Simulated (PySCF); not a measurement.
C7H13FO2.
Numbering: `[CH3:1][CH2:2][O:3][C@@H:4]1[CH2:5][C@H:6]1[C@@H:7]([F:8])[O:9][CH3:10]` (hydrogens: H11, H12, H13 on C1; H14, H15 on C2; H16 on C4; H17, H18 on C5; H19 on C6; H20 on C7; H21, H22, H23 on C10)

Computed by this run: PBE0-D3(BJ)/def2-SVP geometry optimisation, gas phase in PySCF 2.14.0; density fitting, grid level 1; the optimiser is geomeTRIC in internal coordinates, started from a GFN2-xTB structure with every atom displaced at random (about 0.01 Å).

Step 1: E = -14254.9508 eV
```
atom  x, y, z in Å  |  force x, y, z in eV/Å
C1      1.7653    1.6483   -0.6546    0.188  -0.032  -0.062
C2      2.5196    0.3388   -0.7722    0.151   0.011  -0.021
O3      1.7481   -0.7309   -1.2524   -0.330  -0.118   0.056
C4      0.7573   -1.1614   -0.3872    0.162  -0.250  -0.101
C5     -0.1598   -2.2183   -0.8963   -0.255   0.000  -0.153
C6     -0.6879   -0.8313   -0.6479    0.069   0.220  -0.076
C7     -1.5932   -0.5392    0.5099    0.365  -0.249   0.064
F8     -1.2402   -1.3652    1.5759   -0.081   0.118  -0.056
O9     -1.4303    0.7694    0.8626   -0.064   0.100   0.083
C10    -2.2823    1.2444    1.8762    0.169   0.070   0.066
H11     1.3459    1.9422   -1.6270   -0.017   0.026  -0.056
H12     2.4465    2.4454   -0.3141   -0.064  -0.022  -0.003
H13     0.9391    1.5590    0.0589   -0.146   0.048   0.106
H14     3.3591    0.4230   -1.4847   -0.064   0.072   0.097
H15     2.9544    0.0635    0.2108    0.023   0.044   0.003
H16     1.0627   -1.2365    0.6688   -0.037   0.029  -0.101
H17    -0.4794   -3.0128   -0.2148    0.099   0.047  -0.011
H18    -0.0602   -2.5087   -1.9493    0.102   0.021   0.169
H19    -0.8810   -0.1990   -1.5246    0.031  -0.130   0.101
H20    -2.6486   -0.7929    0.2958   -0.141   0.107  -0.005
H21    -1.9724    2.2791    2.0907   -0.079  -0.107  -0.013
H22    -2.1853    0.6446    2.7973   -0.015   0.022  -0.046
H23    -3.3380    1.2456    1.5559   -0.068  -0.028  -0.040
```

Step 2: E = -14254.9746 eV
```
atom  x, y, z in Å  |  force x, y, z in eV/Å
C1      1.6748    1.6218   -0.6733   -0.022  -0.012   0.007
C2      2.4884    0.3427   -0.7283   -0.026   0.075  -0.004
O3      1.7772   -0.7594   -1.2401   -0.028  -0.166  -0.025
C4      0.7814   -1.2166   -0.4024    0.118   0.029   0.088
C5     -0.1768   -2.2285   -0.9201   -0.036   0.081  -0.169
C6     -0.6448   -0.8231   -0.6527   -0.053   0.076   0.168
C7     -1.5354   -0.5082    0.5102   -0.085  -0.200   0.015
F8     -1.2368   -1.3565    1.5717    0.019   0.062  -0.113
O9     -1.3422    0.7903    0.8886    0.069   0.075   0.058
C10    -2.2218    1.2564    1.8811    0.005   0.005  -0.006
H11     1.3065    1.8878   -1.6761    0.014   0.007  -0.011
H12     2.2969    2.4514   -0.3040   -0.003   0.010   0.005
H13     0.8028    1.5163   -0.0097    0.046   0.036  -0.007
H14     3.3601    0.4663   -1.3899   -0.013  -0.012  -0.001
H15     2.8803    0.1001    0.2811   -0.015  -0.008  -0.017
H16     1.0791   -1.3105    0.6510   -0.013  -0.021   0.018
H17    -0.5090   -3.0201   -0.2444    0.049   0.011   0.022
H18    -0.0714   -2.5135   -1.9697    0.010  -0.011   0.009
H19    -0.8112   -0.1758   -1.5183   -0.005  -0.048  -0.010
H20    -2.6056   -0.7006    0.2863   -0.011   0.021  -0.017
H21    -1.9225    2.2835    2.1266   -0.008  -0.002  -0.013
H22    -2.1646    0.6384    2.7915   -0.001   0.005  -0.001
H23    -3.2662    1.2648    1.5185   -0.013  -0.010   0.005
```

Task: Estimate the geometry and energy of step 3. (The exact step hangs on the optimiser's Hessian estimate; all steps are aligned on step 2, rigid shifts and turns removed.)

Result: E = -14254.9817 eV, largest force 0.178 eV/Å
```
atom  x, y, z in Å  |  force x, y, z in eV/Å
C1      1.7162    1.6319   -0.7731   -0.110  -0.031  -0.021
C2      2.5000    0.3331   -0.7225   -0.049   0.041  -0.006
O3      1.7898   -0.7881   -1.2014    0.111   0.113   0.066
C4      0.7849   -1.2180   -0.3637    0.055  -0.045  -0.063
C5     -0.1808   -2.1934   -0.9293   -0.090   0.008   0.079
C6     -0.6315   -0.7909   -0.6185   -0.018   0.006   0.067
C7     -1.5409   -0.5033    0.5347   -0.165  -0.067  -0.010
F8     -1.2790   -1.3902    1.5695    0.024   0.008  -0.055
O9     -1.3441    0.7805    0.9654    0.101   0.024   0.027
C10    -2.2645    1.2190    1.9327   -0.052  -0.022  -0.063
H11     1.3962    1.8473   -1.8053    0.016  -0.003   0.018
H12     2.3439    2.4675   -0.4295    0.021   0.011   0.008
H13     0.8160    1.5949   -0.1391    0.066  -0.014   0.002
H14     3.3951    0.4085   -1.3571    0.034  -0.023  -0.026
H15     2.8527    0.1412    0.3114   -0.029  -0.011  -0.014
H16     1.0703   -1.3434    0.6891    0.040  -0.019   0.024
H17    -0.5224   -3.0029   -0.2815   -0.029  -0.013   0.018
H18    -0.0531   -2.4487   -1.9823    0.004   0.000  -0.043
H19    -0.7764   -0.1220   -1.4687   -0.021   0.025  -0.050
H20    -2.6109   -0.6642    0.2782    0.052  -0.025  -0.011
H21    -1.9844    2.2401    2.2159    0.020   0.044   0.000
H22    -2.2443    0.5776    2.8276    0.006  -0.006   0.026
H23    -3.2935    1.2304    1.5251    0.011  -0.001   0.027
```

The energy changes by -0.0070 eV. The first-order estimate −F·Δx gives -0.0198 eV and the mean of the old and new forces, exact on a quadratic surface, -0.0068 eV. The step makes an angle of 84° with the force vector and moves no atom by more than 0.162 Å.

What follows is the cost of the whole optimisation. Hardware: one thread of an Arm Neoverse N1, no GPU (shared host). Cost: 6.1 min of wall time, 0.96 GiB resident at most.
